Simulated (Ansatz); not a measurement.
System: SiS (charge +1, doublet). 
Coordinates optimised at B3LYP-D3(BJ)/def2-TZVP (Ansatz, a program for electronic structure):
```xyz
2

Si     0.0000     0.0000    -1.1108
S      0.0000     0.0000     0.9719
```
Charge +1, spin multiplicity 2.

Basis-set convergence of Hartree-Fock and CCSD correlation energies (hartree) with Ansatz. Valence correlation only, unless marked. Open shells are spin-unrestricted. Spin-orbit coupling is left out. Non-relativistic.

```csv
basis,functions,E(HF),"E(corr, CCSD)"
cc-pV(D+d)Z,46,-686.15350,-0.19690
cc-pV(T+d)Z,78,-686.17812,-0.24042
cc-pV(Q+d)Z,128,-686.18378,-0.25464
cc-pV(5+d)Z,200,-686.18480,-0.25968
```

Extrapolating the two largest sets (X = 4 and 5) as X^-3: E(corr) = (125·(-0.25968) - 64·(-0.25464))/61 = -0.2650 Eh, an estimate of the basis-set limit. The largest set recovers 98.0 % of it, the smallest 74.3 %.
